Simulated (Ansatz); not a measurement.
Cost and result for the atomization energy of CH2AlBrS (`[Br][Al]1[CH2][S]1`) (6 atoms, 6 bonds).

Z-matrix (Å, degrees):
```
C
Al 1 1.900
S 1 1.929 2 66.7
H 1 1.087 2 122.7 3 100.6
H 1 1.087 2 122.8 3 -100.6
Br 2 2.222 1 154.0 3 -179.9
```

Charge 0, multiplicity 1. Correlated methods include outer-core shells of Br, which these sets cover unevenly. Scalar relativity is left out up to krypton. The geometry is a stationary point of PBE0-D4/def2-TZVP. Program: Ansatz. All runs use 2 threads of an Arm Neoverse V1 on a shared host. Times are those of one run each, without the atoms' runs, and a repeat can differ threefold. Electronic energies, without spin–orbit coupling; frozen cores. CCSD(T)/CBS adds CCSD(T) − MP2 in def2-TZVPP to the MP2 limit, and its time is that of the two runs behind it. T1 = 0.010. With those shells the extrapolation isn't a true limit. HSE06 is the plane-wave form, built on full-range PBE exchange.

CCSD(T)/CBS is a level of theory with its own doubt, some kJ/mol a heavy atom from the limit and from the frozen cores, so smaller differences don't rank the functionals.

| level | functions | wall time |
| --- | --- | --- |
| revPBE-D4/def2-TZVPP | 191 | 3.2 s |
| BLYP-D4/def2-TZVPP | 191 | 3.3 s |
| PBE-D4/def2-TZVPP (with forces) | 191 | 3.7 s |
| CCSD(T)/def2-SVP | 92 | 4.5 s |
| BHLYP-D4/def2-TZVPP | 191 | 5.5 s |
| HSE06-D4/def2-TZVPP | 191 | 6 s |
| CAM-B3LYP-D4/def2-TZVPP | 191 | 6.5 s |
| PBE-QIDH/def2-TZVPP | 191 | 8.5 s |
| B97M-V/def2-TZVPP | 191 | 17 s |
| ωB97M-V/def2-TZVPP (with forces) | 191 | 19 s |
| MP2/def2-QZVPP | 346 | 23 s |
| CCSD(T)/def2-TZVPP | 191 | 99 s |
| CCSD(T)/CBS(def2) | – | 2 min |

(1) What atomization energy does each give, and how far from CCSD(T)/CBS? (Estimate.)

## Answers

(1) The calculation gave: 
```tsv
level	atomization (kJ/mol)	difference from CCSD(T)/CBS	per bond
revPBE-D4/def2-TZVPP	1960.5	-17.3	-2.9
BLYP-D4/def2-TZVPP	1935.1	-42.7	-7.1
PBE-D4/def2-TZVPP (with forces)	2016.3	38.5	6.4
CCSD(T)/def2-SVP	1827.2	-150.6	-25.1
BHLYP-D4/def2-TZVPP	1888.8	-89.0	-14.8
HSE06-D4/def2-TZVPP	1985.2	7.4	1.2
CAM-B3LYP-D4/def2-TZVPP	1942.2	-35.6	-5.9
PBE-QIDH/def2-TZVPP	1975.0	-2.8	-0.5
B97M-V/def2-TZVPP	1998.5	20.7	3.5
ωB97M-V/def2-TZVPP (with forces)	1975.0	-2.8	-0.5
MP2/def2-QZVPP	2011.4	33.6	5.6
CCSD(T)/def2-TZVPP	1908.6	-69.2	-11.5
CCSD(T)/CBS(def2)	1977.8	0.0	0.0
```

Leaving LDA and LC-ωPBE aside and taking each functional with its dispersion term where it has one, the values spread over 127.5 kJ/mol, from BHLYP-D4 to PBE-D4. LDA lies +266.6 kJ/mol from PBE without D4, its usual overbinding. From r2SCAN to r2SCAN0 (25 % exact exchange), in def2-TZVPP and without D4, the atomization energy moves by −38.4 kJ/mol: exact exchange takes away binding that semilocal exchange gives to molecules. In def2-TZVPP, CCSD(T) changes the Hartree–Fock value by +507.0 kJ/mol (the triples alone add +45.0 kJ/mol) and MP2 by +570.0 kJ/mol; breaking electron pairs costs correlation energy, which Hartree–Fock lacks.
